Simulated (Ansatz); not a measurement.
The same molecule with X = O, S, Se. Ansatz, PBE0-D4/def2-TZVP geometries, multiplicity 1. Each molecule was computed in one conformer, which needn't be the lowest.

Scalar relativity is left out up to krypton. Spin–orbit coupling is left out; it splits and shifts lone-pair levels of the heavy atoms by tenths of an eV.

```json
{"X": "O", "molecule": "`O[SiH2]N[SiH3]`", "mean X–H bond length / Å": "0.958", "mean X–Si bond length / Å": "1.645", "HOMO–LUMO gap (ωB97M-V/def2-TZVPP) / eV": "11.77", "HOMO–LUMO gap (PBE0/def2-TZVPP) / eV": "7.91", "LUMO energy (PBE0/def2-TZVPP) / eV": "0.14"}
{"X": "S", "molecule": "`[SiH3]N[SiH2]S`", "mean X–H bond length / Å": "1.344", "mean X–Si bond length / Å": "2.138", "HOMO–LUMO gap (ωB97M-V/def2-TZVPP) / eV": "11.22", "HOMO–LUMO gap (PBE0/def2-TZVPP) / eV": "7.41", "LUMO energy (PBE0/def2-TZVPP) / eV": "0.00"}
```

(1) Give the row for X = Se, `[SiH3]N[SiH2][SeH]`. (Best estimate.)

## Answers

(1) The calculation gave: 
```csv
X,molecule,mean X–H bond length / Å,mean X–Si bond length / Å,HOMO–LUMO gap (ωB97M-V/def2-TZVPP) / eV,HOMO–LUMO gap (PBE0/def2-TZVPP) / eV,LUMO energy (PBE0/def2-TZVPP) / eV
Se,`[SiH3]N[SiH2][SeH]`,1.469,2.283,10.71,6.96,-0.07
```

From O to Se the mean X–H bond length rises at each step, by 0.511 Å in all; the mean X–Si bond length rises at each step, by 0.638 Å in all; the HOMO–LUMO gap (ωB97M-V/def2-TZVPP) falls at each step, by 1.06 eV in all; the HOMO–LUMO gap (PBE0/def2-TZVPP) falls at each step, by 0.95 eV in all; the LUMO energy (PBE0/def2-TZVPP) falls at each step, by 0.21 eV in all. Bonds lengthen as the atom grows down the group.

Positive LUMOs are unbound, so they and the gaps depend on the basis.
